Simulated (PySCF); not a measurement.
A species of formula C4H8N2Si has this rotational fingerprint, computed with CAM-B3LYP/def2-SVPD in PySCF (dipole) on a GFN2-xTB geometry, gas phase:

| Item | Value |
| --- | --- |
| Rotational constants | A = 3883, B = 1772, C = 1587 MHz |
| Dipole components | \|μa\| = 0.12 D, \|μb\| = 0.47 D, \|μc\| = 0.20 D |
| Inertial defect | -96.92 u·Å² |
| κ | -0.84 |

Task: Which candidate fits, each taken in the one conformer that was computed?
A. `[CH:1]#[C:2][C@@H:3]1[CH2:4][NH:5][SiH2:6][NH:7]1` with C2–C3–C4–N5 -85°, C3–C4–N5–Si6 -28°, C4–N5–Si6–N7 9°, N5–Si6–N7–C3 14°
B. `CC1=CN=CN1[SiH3]`
C. `[CH3:1][SiH2:2]/[N:3]=[C:4](/[CH3:5])[C:6]#[N:7]` with C1–Si2–N3–C4 118°

Result: A. It is C#C[C@@H]1CN[SiH2]N1, an asymmetric top, point group C1. The candidates at the same level (rigid rotor, commonest isotopes):

```
              SMILES  A (MHz)  B (MHz)  C (MHz)  μa (D)  μb (D)  μc (D)  Δ (u·Å²)  point group           rotor
  C[SiH2]/N=C(/C)C#N     3440     1301     1060    0.65    2.44    0.27    -58.79           C1  asymmetric top
C#C[C@@H]1CN[SiH2]N1     3883     1772     1587    0.12    0.47    0.20    -96.92           C1  asymmetric top
      Cc1cncn1[SiH3]     3529     2092     1345    3.48    1.68    0.00     -9.03           Cs  asymmetric top
```

`Cc1cncn1[SiH3]` has B 18 % too high; `C[SiH2]/N=C(/C)C#N` has C 33 % too low. No structure here is proved a minimum.
